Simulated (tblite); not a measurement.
**Question.** Give a GFN2-xTB geometry of `CCCC[SiH2][SiH2]C#N`.

**Answer.** 
```xyz
21
C5H13NSi2 angstrom
C     -3.1978    0.0184    0.9184
C     -2.1800   -0.6814    0.0261
C     -0.9102    0.1492   -0.1515
C      0.1167   -0.5514   -1.0366
Si     1.6825    0.4916   -1.3386
Si     2.8256    0.8766    0.6425
C      3.9664   -0.5675    0.9639
N      4.6514   -1.4718    1.1289
H     -3.4720    0.9843    0.4993
H     -4.0994   -0.5820    1.0141
H     -2.7862    0.1806    1.9125
H     -1.9193   -1.6495    0.4610
H     -2.6250   -0.8695   -0.9543
H     -1.1764    1.1127   -0.5943
H     -0.4758    0.3484    0.8323
H      0.3865   -1.5071   -0.5807
H     -0.3504   -0.7914   -1.9942
H      1.2722    1.7671   -1.9478
H      2.5170   -0.2091   -2.3239
H      2.0308    0.9400    1.8772
H      3.7345    2.0286    0.6454
```

Orientation and origin are arbitrary. Atoms count from 1 in this order. The 2 C–Si bonds span 1.868 Å (Si6–C7, drawn single) to 1.905 Å (C4–Si5, drawn single), a spread of 0.037 Å. Si6 (SiH2 silicon) is distorted tetrahedral (angles from 102.7° to 117.3°). Si5 (SiH2 silicon) is tetrahedral (angles from 107.1° to 111.8°). Of the pairs four or more bonds apart, Si6···H15 is among the closest relative to their van der Waals radii: 3.35 Å, 101 % of the sum of Bondi's values.

Bonds between heavy atoms (Å): C1–C2 1.524, C2–C3 1.528, C3–C4 1.526, C4–Si5 1.905, Si5–Si6 2.319, Si6–C7 1.868, C7≡N8 1.146.

Structure optimised with GFN2-xTB, isolated species.

Point group: C1 (no symmetry element, even within 0.4 Å). Its lowest GFN2-xTB frequency is 13i cm⁻¹, too small to tell a flat minimum from a shallow saddle. The numbers are those of one conformer (C1–C2–C3–C4 180°, C2–C3–C4–Si5 178°, C3–C4–Si5–Si6 64°, C4–Si5–Si6–C7 86°). 3 starts were optimised and ended at 0.00, 0.08 and 0.54 kcal/mol (GFN2-xTB); the lowest of these is shown.

All values are computed, not measured.
